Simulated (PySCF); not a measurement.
CHS, SMILES [C]S (connectivity only; charge and spin as stated), neutral, multiplicity 2. Atoms are numbered in the order given.

```xyz
3

S     -0.0960    -0.4070     0.0000
C      0.0549     1.2277     0.0000
H      1.2063    -0.8537     0.0000
```
Charge 0, spin multiplicity 2.

Geometry optimised at B3LYP-D3(BJ)/def2-TZVPD.

These are B3LYP/pcH-1 in PySCF values and carry that method's errors.

Unrestricted Kohn–Sham, ⟨S²⟩ = 0.756. Hyperfine tensors hold the contact and dipolar terms, without spin-orbit corrections.

### Question
Estimate the hyperfine couplings. (An estimate is asked for; the answer gives what the named calculation found.)

### Answer

```csv
nucleus,A(iso) (MHz),A(iso) (G),dipolar principal values (MHz)
33S no. 1,46.5,16.6,"-7.7, -4.2, 11.9"
13C no. 2,55.3,19.7,"-85.9, -78.9, 164.8"
1H no. 3,291.6,104.1,"-3.6, -3.0, 6.6"
```

### Question
And the g tensor (effective nuclear charges for spin-orbit coupling, GIAO)? (Estimate from the structure and the level; the computed values follow.)

### Answer
principal values 1.9944, 2.0019, 2.0023; isotropic 1.9995.
